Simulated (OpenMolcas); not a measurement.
**Re²⁺: effect of the active space**

```
Program             : OpenMolcas 26.06
Method              : SS-CASPT2, IPEA 0.25 Eh, imaginary shift 0.1 Eh
Basis               : ANO-R3
Scalar Hamiltonian  : X2C, finite nucleus
Spin-orbit coupling : state interaction with AMFI integrals over the reference wave functions, term energies averaged over their components
```

A. 5 electrons in 5 orbitals (5d); 2S+1 = 6 even, 1 root; 2S+1 = 4 even, 24 roots; 2S+1 = 2 even, 75 roots; closed shells correlated: 5s 5p; CASPT2 step roughly 50 core-seconds
B. 5 electrons in 6 orbitals (5d 6s); 2S+1 = 6 even, 6 roots; 2S+1 = 4 even, 84 roots kept (CI in the orbitals of an earlier block, 67 in the spin-orbit step); 2S+1 = 2 even, 184 roots kept (CI in the orbitals of an earlier block, 124 in the spin-orbit step); closed shells correlated: 5s 5p; CASPT2 step of the order of 2.7 core-minutes

Energies in cm⁻¹ above 5d⁵ ⁶S_5/2, the measured ground level; measured values from the list in Brasseur, Gamrath and Quinet, At. Data Nucl. Data Tables 157, 101636 (2024).

```
               Level      A      B  Measured
          5d⁵ ⁶S_5/2    0.0    0.0       0.0
   5d⁵ ⁴G_7/2 [67 %]  18180  17680     16890
         5d⁵ ⁴G_11/2  19040  18730     18020
          5d⁵ ⁴G_9/2  19540  19210     18346
  5d⁵ ²I_11/2 [75 %]  27710  27630     26170
         5d⁵ ²I_13/2  30010  30180     28588
  5d⁵ ²H_11/2 [56 %]  40310  39560          
   5d⁵ ²S_1/2 [56 %]  40670  38690          
5d⁵ ²D_3/2(2) [72 %]  45710  44480
```

Deviations, from unrounded energies. A percentage is the sum of absolute deviations over the sum of measured energies, with the sign that they share, or ± where signs differ.

```
                        Against measurement  Levels     A     B
             mean absolute deviation (cm-1)       5  1300  1100
other terms of the ground configuration (%)       5  +6.0  +5.0
```

B lies closest to measurement on these levels. The largest miss of B in the table is 5d⁵ ²I_13/2, by +1600 cm-1. The ranking rests on the paired levels alone, and a cruder setting can come out closer through cancelling errors.

The spin-orbit steps hold different terms of 5d⁵ (B lacks a ²D, ²P), which shifts levels as well.

Between A and B the level of the table that moves most is 5d⁵ ²S_1/2 [56 %], by 2000 cm-1 (lowest in B, highest in A). Moves below CASPT2's spread within the term are not significant.

Term energies are means over components that CASPT2 splits; among the terms shown or strongly mixed into the levels shown the widest spread is 220 cm-1 (5d⁵ ²F(1), A). Configurations with an s electron lie low in 5d ions of this charge, fall among these levels and mix in, so low-spin terms can stand far too high, up to twice their true height, and weights are not those of the real levels (holds for A). Some high roots are left out of the spin-orbit mixing, which shifts the levels that they would mix with (holds for B). Terms from blocks run as CI alone lack orbitals of their own (holds for B). Configurations are named by rounded mean occupations; where the s occupation lies near a half they are strongly mixed, a name can repeat and a true partner stay unpaired (holds for B). Measured partners are found by configuration, term and J. A level has none where our copy of the source lacks it or the pairing is in doubt (some pairs that miss far off the trend of their configuration count as doubtful), and it then counts in no deviation. Levels of configurations outside the active space are missing. Levels that lie high or do not pair safely by name in every column are left out.

A share in square brackets marks a mixed level and gives the weight of the term that names it, the lowest over the columns. A number in round brackets counts repeated terms of one configuration in the order of the reference energies.
